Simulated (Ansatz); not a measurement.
Consider the atomization: `OCCCCCCO` → 6 C• + 14 H• + 2 O•.

Gas-phase electronic energies from Ansatz, PBE0-D4/def2-TZVP geometries. CBS: MP2 limit from def2 TZ/QZ plus the TZ coupled-cluster correction, frozen cores. This one scheme is used for every species, atoms too. For atomizations the MP2-based limit and the directly extrapolated one differ by several kJ/mol either way, and by 10 to 25 for some Ge, Se and Sn compounds, so smaller differences from it don't rank the levels. Functionals use def2-TZVPP. Open shells (•) are unrestricted, without spin–orbit coupling. Spin–orbit coupling would lower the free atoms: a little for C, O. One conformer a species, not always the lowest.

CCSD(T)/CBS gives +2085.9 kcal/mol.

Question: Another level gave +2074.8 kcal/mol. Which?
A. CCSD/def2-TZVPP
B. r2SCAN0/def2-TZVPP
C. BLYP-D4/def2-TZVPP
D. CAM-B3LYP-D4/def2-TZVPP

Answer: C. BLYP-D4 2074.8, CCSD/def2-TZVPP 2010.9, r2SCAN0 2059.3, CAM-B3LYP-D4 2093.7 kcal/mol.

Largest T1 diagnostic among the species: 0.009.

Leaving LDA and LC-ωPBE aside and taking each functional with its dispersion term where it has one, the values, not all of them listed here, spread over 101.5 kcal/mol, from BHLYP-D4 to PBE-D4. LDA lies +270.6 kcal/mol from PBE without D4, its usual overbinding. From PBE to PBE0 (25 % exact exchange), in def2-TZVPP and without D4, ΔE moves by −30.6 kcal/mol: exact exchange takes away binding that semilocal exchange gives to molecules.
